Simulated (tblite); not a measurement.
Q: Write a Z-matrix for InChI=1S/C5H8F3P/c6-5(7,8)3-9-4-1-2-4/h4,9H,1-3H2 as optimised with GFN2-xTB.

A: 
Z-matrix in Å and degrees, rows numbered from 1:
```
F 
C   1  1.3392
F   2  1.3451  1  106.42
F   2  1.3429  1  106.53  3   112.97
C   2  1.5040  1  112.44  3  -123.80
P   5  1.8792  2  108.81  1   -58.51
C   6  1.8349  5   95.91  2  -169.28
C   7  1.5042  6  117.64  5   -91.83
C   8  1.4908  7   60.22  6  -108.22
H   5  1.0925  2  108.86  1   178.92
H   5  1.0929  2  108.16  1    60.18
H   6  1.4028  5   94.35  2   -73.16
H   7  1.0852  6  115.46  5    53.62
H   8  1.0802  7  118.01  9   107.65
H   8  1.0794  7  118.14  9  -108.92
H   9  1.0797  7  118.04  8  -107.95
H   9  1.0793  7  117.93  8   108.95
```

P6 (phosphine phosphorus) is pyramidal (angles 95.9°, 95.6° and 94.3°, sum 285.9°, 0.87 Å off the plane of its three neighbours). The 3-membered ring C7–C8–C9 has internal angles of 59.4° to 60.3°. The C–P distances run from 1.835 Å (P6–C7, drawn single) to 1.879 Å (C5–P6, drawn single), a spread of 0.044 Å. Of the pairs four or more bonds apart, F4···H12 is among the closest relative to their van der Waals radii: 2.68 Å, 101 % of the sum of Bondi's values.

Computed geometry: GFN2-xTB, gas phase.

Point group: C1 (no symmetry element, even within 0.4 Å). Its GFN2-xTB frequencies are all real (lowest 29 cm⁻¹). One conformer, not necessarily the lowest (C2–C5–P6–C7 -169°, C5–P6–C7–C8 -92°).

The run took 0.24 s on an Arm Neoverse V1 with one thread, shared host with 32 logical CPUs at a one-minute load of 9.5. That covers the optimisation of the geometry.
